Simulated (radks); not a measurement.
Results of a calculation; reference values are marked as such.
Species: the barium ion Ba2+. Configuration: [Xe] (the NIST ground configuration).

Level of theory: scalar-relativistic Kohn-Sham, BLYP, spin-polarised, spherical densities, finite nucleus; Fermi nuclear charge, rms radius 4.8378 fm (a radial shooting solver on a logarithmic mesh with Libxc functionals).

Energy parts (Ry):
| part | energy |
|---|---|
| total | -16270.7679 |
| kinetic | 17175.8296 |
| electron-nucleus | -39318.0958 |
| Hartree | 6267.2802 |
| exchange-correlation | -395.7819 |

Orbitals (lengths in bohr, moments of r in powers of bohr):
orbital  occ.  eigenvalue (Ry)      <r^2>      <r>   <1/r>
1s          2        -2739.596  0.0008884  0.02558   60.69
2s          2        -433.7983    0.01421   0.1098   13.96
2p          6        -389.1361    0.01129  0.09618   13.28
3s          2        -92.26594    0.09743   0.2920   5.042
3p          6        -77.94708    0.09748   0.2900   4.784
3d         10        -57.13546    0.08389   0.2666   4.535
4s          2        -18.81806     0.5124   0.6739   2.084
4p          6        -14.19845     0.5823   0.7156   1.920
4d         10         -7.49127     0.7444   0.8004   1.655
5s          2         -3.36602      2.988    1.631  0.8086
5p          6         -2.25585      4.079    1.898  0.6859

The highest occupied level is 5p at -30.692 eV. For comparison, the ionisation energy in NIST's Atomic Spectra Database is 35.844 eV (measured). In exact Kohn-Sham theory the highest level is minus the ionisation energy, but local and semilocal functionals leave it too shallow, through self-interaction and a potential that decays too fast; potentials with the right tail come closer. The electron density at the nucleus is 3.345e+05 e/bohr^3 (large components only). The density falls to 0.001 e/bohr^3 at r = 3.76 bohr. Summed over all electrons, <r^2> = 44.13 bohr^2, which gives a Langevin (diamagnetic) susceptibility term of -34.9 x 10^-6 cm^3/mol.
